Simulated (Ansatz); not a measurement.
PdC, closed-shell singlet (the spin of the measured ground state), most abundant isotopes (105.9035 and 12.0000 u). Constants from fifth-degree fits in 1/R to seven points on the lowest solution found; no spin–orbit coupling, no relativity up to Kr; ω_e x_e and α_e move by some per cent with the fit.

Correlated levels freeze the inner cores; with def2 sets outer-core shells near the valence are correlated too. CBS(a, b) extrapolates the correlation energy as X⁻³ and adds the Hartree–Fock energy of set b.

Codes used: Ansatz (Gaussian orbitals). Values without a source in brackets are computed. In def2 rows elements past Kr take small-core potentials, without spin–orbit coupling.

| level | r_e (Å) | ω_e (cm⁻¹) | ω_e x_e (cm⁻¹) | α_e (cm⁻¹) |
|---|---|---|---|---|
| PBE/def2-TZVPP | 1.7025 | 889.3 | 4.42 | 0.00384 |
| CCSD(T)/CBS(def2-TZVPP, def2-QZVPP) | 1.7002 | 882.7 | 4.45 | 0.00383 |

D_e from total energies of the atoms and the molecule: 4.46 eV at PBE/def2-TZVPP.

Problem. Derive the rotational constants, the centrifugal constant, the fundamental, the zero-point energy and the force constant, and test the Morse rule for the well depth.

Solution. 
μ = 10.77866 u.
- PBE/def2-TZVPP: B_e = 16.8576/(μ r_e²) = 0.53957 cm⁻¹; B₀ = B_e − α_e/2 = 0.53765 cm⁻¹; D = 4B_e³/ω_e² = 7.95e-07 cm⁻¹; fundamental ω_e − 2ω_e x_e = 880 cm⁻¹; zero-point energy ω_e/2 − ω_e x_e/4 = 444 cm⁻¹; k = μ(2πcω_e)² = 502 N/m; the line J = 1 ← 0 at 2B₀ = 32.24 GHz; a Morse well would hold ω_e²/(4ω_e x_e) = 5.54 eV against the computed D_e of 4.46 eV
- CCSD(T)/CBS(def2-TZVPP, def2-QZVPP): B_e = 16.8576/(μ r_e²) = 0.54104 cm⁻¹; B₀ = B_e − α_e/2 = 0.53913 cm⁻¹; D = 4B_e³/ω_e² = 8.13e-07 cm⁻¹; fundamental ω_e − 2ω_e x_e = 874 cm⁻¹; zero-point energy ω_e/2 − ω_e x_e/4 = 440 cm⁻¹; k = μ(2πcω_e)² = 495 N/m; the line J = 1 ← 0 at 2B₀ = 32.33 GHz

Doubts at one or more of the structures used: T1 above 0.05 (CCSD(T)/CBS(def2-TZVPP, def2-QZVPP)); a restricted determinant that unrestricted orbitals would lower (CCSD(T)/CBS(def2-TZVPP, def2-QZVPP)).

Ansatz is an electronic-structure program.
